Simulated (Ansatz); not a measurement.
Two members of one family (InAs nanocrystals, H-capped), computed with Ansatz in the gas phase; def2 core potentials for In, no spin–orbit coupling. The two geometries come from different levels. Binding counts from free atoms in the multiplicity of their measured ground term, without zero-point energy. Sets without diffuse functions give affinities that are too small. A dash marks a value that wasn't run or was left out as unsound. The structures are stationary points that may keep the symmetry of their start. Remarks come from the PBE and PBE0 runs and from stability tests at other levels; not every state was tested. HOMO above LUMO (over both spins in singlets and doublets, within one spin in higher multiplets; at PBE or PBE0), or a gap under 0.15 eV within one spin, warns that the state may not be the lowest or that an electron is smeared out.

First: In12As12H30, cut from wurtzite (singlet, charge 0, PBE-D4/def2-SVP geometry).

Cartesian coordinates in Å:
```
In -0.538 5.117 -0.512
As 1.104 5.095 1.708
In -2.225 2.415 -2.892
As -0.959 0.773 -4.653
As -0.660 2.434 -0.788
In 1.669 1.350 -1.497
In 2.031 2.850 2.860
As 3.081 1.492 0.812
In 0.059 -1.674 -4.044
As 1.407 -1.281 -1.829
In 3.688 -2.478 -2.637
In 4.054 -0.774 1.842
As 5.083 -2.038 -0.294
As -4.206 0.668 -2.242
In -1.967 1.237 1.201
As -0.173 1.386 3.229
In -3.813 -1.801 -1.172
As -2.290 -2.764 -3.211
As -2.107 -1.391 0.778
In 0.172 -2.607 0.125
In 0.624 -0.885 4.388
As 1.745 -2.051 2.263
In -3.490 -2.705 2.688
As -1.667 -2.252 4.714
H 0.458 5.772 -1.780
H -2.066 5.697 0.084
H 2.334 5.980 1.505
H 0.509 5.917 2.852
H -2.864 3.824 -3.691
H 0.230 1.580 -5.165
H -1.715 0.725 -5.983
H 2.467 2.165 -2.821
H 3.055 3.083 4.248
H 4.344 2.291 0.479
H 0.663 -2.480 -5.464
H 4.478 -1.465 -3.809
H 3.444 -4.201 -2.674
H 5.116 -0.613 3.211
H 6.425 -1.356 -0.559
H 5.675 -3.336 0.255
H -5.262 0.616 -3.348
H -5.069 1.407 -1.222
H -3.496 1.980 1.607
H -0.890 2.122 4.364
H -5.309 -2.679 -1.036
H -3.168 -3.130 -4.409
H -1.947 -4.196 -2.810
H 0.017 -4.324 -0.159
H 1.617 -0.728 5.809
H 2.196 -3.407 2.811
H -4.881 -1.763 3.137
H -3.383 -4.416 2.388
H -2.336 -1.626 5.937
H -1.264 -3.554 5.405
```

```csv
level,HOMO (eV),LUMO (eV),gap (eV),vertical EA (eV),binding per atom (eV)
PBE-D4/def2-SVP,-5.53,-2.42,3.10,1.28,2.40
r2SCAN-D4/def2-SVP,-5.74,-2.23,3.52,–,2.41
PBE0-D4/def2-SVP,-6.42,-1.70,4.72,0.94,2.40
```

Remarks: gap within one spin near zero at PBE or PBE0 (-1 doublet).

Second: In13As13H30, cut from zinc blende (singlet, charge 0, r2SCAN-D4/def2-SVP geometry).

Cartesian coordinates in Å:
```
In 2.302 1.258 2.156
In 4.428 -0.306 -1.548
In 4.582 -2.676 2.165
In 0.043 -2.447 2.353
In 2.234 -3.906 -1.356
In 2.140 3.888 -1.549
In 0.227 5.300 2.166
In -2.036 1.365 2.350
In -2.072 3.992 -1.361
In -0.053 -0.031 -1.202
In -2.537 -3.786 -1.145
In -4.556 -0.084 -1.147
In -4.500 -2.452 2.567
As 4.251 -0.210 1.068
As 2.123 3.690 1.067
As 4.134 2.254 -2.339
As 0.063 0.036 1.396
As 2.051 -1.363 -2.141
As 2.190 -3.592 1.249
As -2.246 -3.482 1.445
As -0.209 -4.871 -1.963
As -0.033 2.460 -2.144
As -1.837 3.788 1.244
As -4.146 -0.001 1.443
As -4.206 2.459 -1.970
As -2.296 -1.254 -1.948
H 2.488 1.359 3.872
H 5.764 -1.055 -2.342
H 4.445 -2.502 3.874
H 5.810 -3.474 1.246
H 0.119 -2.527 4.079
H 3.474 -4.811 -2.143
H 2.234 5.415 -2.346
H 0.299 5.084 3.875
H 0.222 6.768 1.254
H -2.060 1.469 4.076
H -2.161 5.524 -2.150
H -3.887 -4.625 -1.815
H -5.992 -0.765 -1.819
H -4.207 -2.291 4.258
H -5.842 -3.186 1.759
H 5.517 0.543 1.432
H 3.441 4.349 1.432
H 5.436 2.965 -2.035
H 4.254 2.320 -3.847
H 1.941 -1.377 -3.653
H 2.120 -5.030 1.729
H -2.209 -4.922 1.919
H -0.228 -6.327 -1.549
H -0.281 -5.121 -3.455
H -0.104 2.374 -3.655
H -3.084 4.508 1.721
H -5.337 0.811 1.915
H -5.441 3.234 -1.563
H -4.449 2.529 -3.463
H -2.323 -1.268 -3.463
```

Task: Estimate how these quantities change from the first to the second (second minus first).

Result: 
```tsv
level	Δ HOMO (eV)	Δ LUMO (eV)	Δ gap (eV)	Δ vertical EA (eV)	Δ binding per atom (eV)
PBE-D4/def2-SVP	-0.18	-0.29	-0.11	0.22	0.02
r2SCAN-D4/def2-SVP	-0.19	-0.32	-0.12	–	0.02
PBE0-D4/def2-SVP	-0.21	-0.33	-0.12	0.32	0.03
```
